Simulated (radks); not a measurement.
The numbers below are computed, except where a source is named.
Effect of the nuclear size on neutral germanium, [Ar] 3d10 4s2 4p2. Code: a radial shooting solver on a logarithmic mesh with Libxc functionals. Model: Dirac Kohn-Sham, LDA (Slater exchange, Perdew-Wang correlation), spin-unpolarised, spherical densities, finite nucleus; open shells are shared between the two j in proportion to 2j + 1; Fermi nuclear charge, rms radius 4.0742 fm. The rms radius is varied about that value; shifts are against it.

rms radius (fm)  total energy shift (eV)  density at nucleus (e/bohr^3)  1s1/2 shift (meV)  2s1/2 shift (meV)  3p1/2 shift (meV)
3.4794                           -0.0916                      3.188e+04              -38.9              -3.79              0.057
3.7605                           -0.0500                      3.172e+04              -21.3              -2.07              0.031
4.0742                                 0                      3.156e+04              0.000              0.000              0.000
4.3961                            0.0552                      3.141e+04               23.5               2.28             -0.034
4.4979                            0.0735                      3.136e+04               31.2               3.04             -0.045

Slopes of the eigenvalues against <r^2> in GHz/fm^2, as finite differences over the two radii next to the reference (eigenvalue slopes, not the field-shift constants of lines): 1s1/2 2090, 2s1/2 203, 3p1/2 -3.03.
